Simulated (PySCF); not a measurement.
## Calculated data, CH$_{6}$B$_{3}$

Calculation on a computer-drawn molecule: the log of a Hartree-Fock and frozen-core CCSD(T) single point meant for a local Hartree-Fock minimum, with one planted fault or none, to be diagnosed. Offsets are logged minus clean, where the clean run is the same molecule without the fault. The reference is restricted for singlets and unrestricted otherwise, and also for a bond in bohr or an excited solution. Adding or removing an electron swaps singlet and doublet. The excited solution moves the top pair (singlet) or top alpha electron (doublet) to the lowest empty orbital. Highest occupied and lowest empty are orbital energies over both spins, largest force is the largest gradient component, triples share is (T) over the correlation energy, the T1 limit is 0.02 restricted and 0.045 unrestricted, electrons count all cores, a negative frequency is imaginary (commonest isotopes), and the dipole is about the centre of nuclear charge. Program: PySCF 2.14.0.

Common to all runs: meant charge 0; meant multiplicity 2; meant basis cc-pVDZ; logged electrons 27; logged basis functions 86; logged SCF converged yes; possible faults no fault, one electron removed, one electron added, multiplicity raised by two, geometry at a saddle point, SCF held on an excited solution, minimal basis STO-3G, one bond length entered in bohr, all coordinates scaled.

```yaml
- entry: 1
  formula: CH6B3
  logged_structure:
    atoms_angstrom:
      - [B, -0.3501, 2.8825, 1.2728]
      - [B, 0.8824, 1.8906, 1.445]
      - [B, 1.3566, 0.6164, 0.4273]
      - [C, 0.8333, -0.8727, 0.5391]
      - [H, -1.2617, 3.6262, 1.1466]
      - [H, 1.5601, 2.0831, 2.43]
      - [H, 2.1564, 0.8469, -0.4497]
      - [H, 1.6505, -1.5965, 0.4562]
      - [H, 0.19, -1.0495, -0.3358]
      - [H, 0.2461, -1.0976, 1.4314]
  given:
    logged_spin_squared: 0.7581
    "logged_highest_occupied [eV]": -8.5503
    "logged_lowest_empty [eV]": 1.434
    "logged_largest_force [hartree/bohr]": 1.4479e-05
    "logged_lowest_frequency [cm^-1]": 73.498
    logged_T1_diagnostic: 0.018317
    logged_D1_diagnostic: 0.062301
    logged_triples_share: 0.028905
    logged_CC_converged: "yes"
    "logged_dipole_magnitude [debye]": 0.98348
    logged_SCF_stable_within_its_kind: "yes"
    "logged_energy_HF [hartree]": -115.32167
    "logged_energy_CCSD(T) [hartree]": -115.76042
    drawn_bonds_atom: [1, 2, 3, 1, 2, 3, 4, 4, 4]
    drawn_bonds_other_atom: [2, 3, 4, 5, 6, 7, 8, 9, 10]
    drawn_bonds_order: [1, 1, 1, 1, 1, 1, 1, 1, 1]
  results:
    planted_fault: "no fault"
    "HF_energy_offset_from_clean_run [kcal/mol]": 0.0
    "CCSD(T)_energy_offset_from_clean_run [kcal/mol]": 0.0
- entry: 2
  formula: CH6B3
  logged_structure:
    atoms_angstrom:
      - [B, -0.3501, 2.8825, 1.2728]
      - [B, 0.8824, 1.8906, 1.445]
      - [B, 1.3566, 0.6164, 0.4273]
      - [C, 0.8333, -0.8727, 0.5391]
      - [H, -1.2617, 3.6262, 1.1466]
      - [H, 1.5601, 2.0831, 2.43]
      - [H, 2.1564, 0.8469, -0.4497]
      - [H, 1.6505, -1.5965, 0.4562]
      - [H, 0.19, -1.0495, -0.3358]
      - [H, 0.2461, -1.0976, 1.4314]
  given:
    logged_spin_squared: 0.7646
    "logged_highest_occupied [eV]": -6.9668
    "logged_lowest_empty [eV]": 0.1335
    "logged_largest_force [hartree/bohr]": 0.056426
    "logged_dipole_magnitude [debye]": 0.54996
    logged_SCF_stable_within_its_kind: "no"
    "logged_energy_HF [hartree]": -115.26442
    drawn_bonds_atom: [1, 2, 3, 1, 2, 3, 4, 4, 4]
    drawn_bonds_other_atom: [2, 3, 4, 5, 6, 7, 8, 9, 10]
    drawn_bonds_order: [1, 1, 1, 1, 1, 1, 1, 1, 1]
  results:
    planted_fault: "SCF held on an excited solution"
    "HF_energy_offset_from_clean_run [kcal/mol]": 35.93
  notes: ["coupled-cluster numbers left out as unreliable"]
```
